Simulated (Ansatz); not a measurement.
Consider the ligand exchange at the Si–Br bond: `Cl[Si](Cl)(Cl)Br` + `O[Si](F)(F)F` → `F[Si](F)(F)O[Si](Cl)(Cl)Cl` + HBr.

Gas-phase electronic energies from Ansatz, PBE0-D4/def2-TZVP geometries. CBS: MP2 limit from def2 TZ/QZ plus the TZ coupled-cluster correction, frozen cores. For Br outer-core shells are correlated without core-valence functions, which leaves a few kJ/mol of doubt a bond. Scalar relativity is left out up to krypton. One conformer a species, not always the lowest.

| species | CCSD/def2-TZVPP energy (Eh) |
| --- | --- |
| `Cl[Si](Cl)(Cl)Br` | -4241.10740 |
| `O[Si](F)(F)F` | -664.26187 |
| `F[Si](F)(F)O[Si](Cl)(Cl)Cl` | -2332.08554 |
| HBr | -2573.29970 |

Q: Work out ΔE.

A: ΔE = (-2332.08554) + (-2573.29970) − (-4241.10740) − (-664.26187) = -0.01597 Eh = -41.9 kJ/mol. CCSD(T)/CBS gives -31.9 kJ/mol.

Largest T1 diagnostic among the species: 0.011.

From BLYP to BHLYP (50 % exact exchange), in def2-TZVPP and without D4, ΔE moves by −11.5 kJ/mol. At CCSD(T), def2-SVP lies −7.7 kJ/mol from the extrapolated value and def2-TZVPP −7.2 kJ/mol. The D4 term adds −5.9 kJ/mol with B3LYP and −4.3 kJ/mol with PBE0; it sums over pairs of atoms, weighted by their polarisabilities, and B3LYP, whose exchange is more repulsive, gets the larger term.

B3LYP here is the variant with VWN-RPA as its local correlation; programs differ in this.
